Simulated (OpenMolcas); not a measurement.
## Nb2+: the spin-orbit constant, Racah parameters, worked from levels

```yaml
Program: OpenMolcas
Basis: ANO-RCC-VDZP [6s5p3d1f]
Scalar_Hamiltonian: DKH2, point nucleus
Active_space: 3 electrons in 6 orbitals (4d 5s)
State_averaging: 2S+1 = 4 even, 20 roots; 2S+1 = 2 even, 70 roots
Spin-orbit_coupling: RASSI with atomic mean-field integrals over the reference wave functions, term energies averaged over their components
```

Methods: CASSCF; MS-CASPT2, IPEA 0.25 Eh, imaginary shift 0.1 Eh (closed shells correlated: 4s 4p). Measured levels: the list in Shadmi, J. Res. Natl. Bur. Stand. 70A, 435 (1966).

**The spin-orbit constant.** For the Hund term ⁴F of d3, E(J) = (A/2) J(J+1) + constant and ζ = 2S·A = 3A. From J = 3/2 to J = 9/2 the energy changes by 10.5 A.

| Source | E(9/2) - E(3/2) | A | ζ |
| --- | --- | --- | --- |
| CASSCF | 2103.8 | 200.4 | 601 |
| MS-CASPT2 | 2112.8 | 201.2 | 604 |
| measured | 1939.0 | 184.7 | 554 |

All in cm-1. MS-CASPT2 is off by +9.0 % and CASSCF by +8.5 %. Both methods take the spin-orbit matrix elements from the reference wave functions, so the second can move ζ only through the term energies and any multistate remixing. Second-order mixing with other terms is absorbed into this ζ.

**Racah parameters.** Above ⁴F, d3 has ⁴P at 15B, ²G at 4B + 3C and ²H at 9B + 3C. The first two fix B and C, and the third tests them; where it misses by thousands of cm-1, two parameters do not describe the configuration (Trees and configuration-interaction terms are left out) and B and C hang on the terms chosen. Term energies are centres of gravity, weighted by 2J + 1.

```csv
Source,⁴P,²G,B,C,C/B,"²H from B, C",²H found
CASSCF,10549,10685,703,2624,3.73,14199,14769
MS-CASPT2,8548,9506,570,2409,4.23,12357,13649
measured,7971,8413,531,2096,3.95,11067,11967
```

Energies in cm-1. From CASSCF to MS-CASPT2, B changes by -18.9 % and C by -8.2 %. Against the measured terms, MS-CASPT2 has B off by +7.3 % and C by +14.9 %.

CASPT2 does not keep the components of a term degenerate, so their means are used; among the terms shown or strongly mixed into the levels shown the widest spread is 540 cm-1 (4d³ ⁴F, MS-CASPT2). Configurations are named by rounded mean occupations; where the s occupation lies near a half they are strongly mixed, a name can repeat and a true partner stay unpaired. Without dynamic correlation excited terms often stand tens of per cent too high (terms of higher spin than the ground term too low), and those without a measured partner can miss by more than the paired ones (holds for CASSCF). Computed and measured levels are paired by configuration, term and J; levels that our copy of the source lacks, or whose pairing is in doubt (as where it misses far off the trend of its configuration), stay unpaired and out of the deviations. Only configurations of the active space appear.
